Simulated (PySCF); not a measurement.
Molecule: `[SiH3]c1ccccc1`, C6H8Si.

Atom-mapped SMILES (the numbers label the heavy atoms): `[SiH3:1][c:2]1[cH:3][cH:4][cH:5][cH:6][cH:7]1`. Hydrogens are named by the atom that carries them.

Geometry PBE0-D3(BJ)/def2-SVP throughout; GIAO in PySCF, gas phase, one conformer, non-relativistic; equivalent atoms averaged; basis pcSseg-1.

Question: How do the absolute shieldings σ depend on the functional? (ppm; last column core-seconds on shared hosts with different chips, so compare them loosely)

Answer: 
```
functional                    kind    Si1  C3/C7    C2    C5  C4/C6  H(C3)/H(C7)  H(C4)/H(C6)  H(C5)  H(Si1)  core-s
       LDA                     LDA  388.4   35.7  42.5  42.8   43.8        23.11        23.37  23.38   26.05      21
       KT2                     GGA  427.8   52.2  60.2  58.8   60.1        23.78        24.04  24.03   26.63      44
       KT3                     GGA  430.0   52.8  60.9  59.2   60.6        23.92        24.18  24.17   26.94      28
     B97-D                     GGA  411.3   44.3  51.5  50.6   52.0        23.91        24.17  24.17   26.98      24
     B3LYP           global hybrid  403.6   37.0  44.0  43.5   45.1        23.80        24.05  24.04   26.93      16
      PBE0           global hybrid  415.7   42.4  50.7  49.0   50.8        23.55        23.80  23.79   26.72      33
  mPW1PW91           global hybrid  413.7   41.6  49.8  48.1   49.9        23.62        23.87  23.85   26.80      15
 BHandHLYP           global hybrid  420.8   39.6  47.2  45.9   48.1        23.77        24.02  23.98   27.05      15
 CAM-B3LYP  range-separated hybrid  408.9   37.0  44.4  43.4   45.3        23.66        23.91  23.88   26.87      20
```

Question: Which nucleus moves most, in ppm?

Answer: Si1 (silicon bonded to C, 3 H): from 388.4 ppm with LDA to 430.0 ppm with KT3. The smallest spread is 0.79 ppm, at H(C5). Proton shifts span only some 12 ppm, so a few tenths of a ppm matter as much there as several ppm in carbon.
